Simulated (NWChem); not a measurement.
Molecule: CH$_{3}$FO$_{2}$W; SMILES [CH3][W](=[O])(=[O])[F]

Results from NWChem. Geometry: optimised at PBE0/def2-SVP. No frequency run checked for a minimum. def2 effective core potentials on W; no spin-orbit coupling.

### Question
Estimate the computed values for B97-2/def2-SVP. Quantities: highest occupied level (eV); orbital gap (eV); dipole (D).

### Answer
| Item | Result |
|---|---|
| highest occupied level (eV) | -8.99 |
| orbital gap (eV) | 6.45 |
| dipole (D) | 3.00 |
